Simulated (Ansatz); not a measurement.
Reaction (ligand exchange at the In–O bond): `[NH2][In]([NH2])[OH]` + H₂S → `[NH2][In]([NH2])[SH]` + H₂O

Calculated with Ansatz (gas phase, PBE0-D4/def2-TZVP geometries, no zero-point term in ΔE). CCSD(T)/CBS is the MP2 limit (def2-TZVPP, def2-QZVPP) plus CCSD(T) − MP2 in def2-TZVPP, frozen cores. This one scheme is used for every species. Functionals use def2-TZVPP. def2 core potentials past Kr. For In outer-core shells are correlated without core-valence functions, which leaves a few kJ/mol of doubt a bond. One conformer a species, not always the lowest.

```json
{"level": "PBE0-D4", "ΔE (kJ/mol)": "-72.3"}
{"level": "MP2/def2-TZVPP", "ΔE (kJ/mol)": "-67.4"}
{"level": "CCSD(T)/def2-TZVPP", "ΔE (kJ/mol)": "-64.0"}
{"level": "MP2/def2-QZVPP", "ΔE (kJ/mol)": "-67.6"}
```

Task: What does CCSD(T)/CBS give? (Estimate.)

Result: Ansatz gave: -65.1 kJ/mol. The listed levels differ from it by -7.2, -2.3, 1.1, -2.5 kJ/mol.

Task: What do rigid-rotor, harmonic-oscillator terms from PBE0-D4/def2-TZVP frequencies (298.15 K, 1 bar) make of the CCSD(T)/CBS value? (Best estimate.)

Result: Computed: ΔZPE = +6.2 kJ/mol, ΔH = -57.7 kJ/mol, ΔS = -2 J/(mol·K), ΔG = -57.1 kJ/mol.

Largest T1 diagnostic among the species: 0.015.

From PBE to PBE0 (25 % exact exchange), in def2-TZVPP and without D4, ΔE moves by −7.3 kJ/mol. At CCSD(T), def2-SVP lies +5.1 kJ/mol from the extrapolated value and def2-TZVPP +1.1 kJ/mol.
